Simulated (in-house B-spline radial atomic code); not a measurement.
## Ge2+: [Ar] 3d10 4s1 4d1 (an excited or competing configuration)

Level of theory: non-relativistic B97-1, spin-polarised, spherical fractional occupations, exact exchange averaged over the configuration, point nucleus; calculated with a radial B-spline atomic code at the basis-set limit.

Z_r = [3n² - l(l+1)]/(2<r>); Z_e = n√(-2ε); the last column is Slater's effective charge. Values are occupation-weighted means over spin.

```tsv
shell	electrons	ε (eV)	<r> (bohr)	Z_r	Z_e	Slater
1s	2	-10875	0.04785	31.35	28.27	31.70
2s	2	-1379.6	0.2137	28.07	20.14	27.85
2p	6	-1229.9	0.1853	26.99	19.02	27.85
3s	2	-194.81	0.6345	21.28	11.35	20.75
3p	6	-144.9	0.6512	19.20	9.79	20.75
3d	10	-58.224	0.7203	14.58	6.21	10.85
4s	1	-33.286	1.933	12.42	6.26	6.70
4d	1	-11.759	3.454	6.08	3.72	3.00
```

The least bound orbital is 4d up at -11.76 eV, and it is also the most diffuse (<r> = 3.454 bohr).
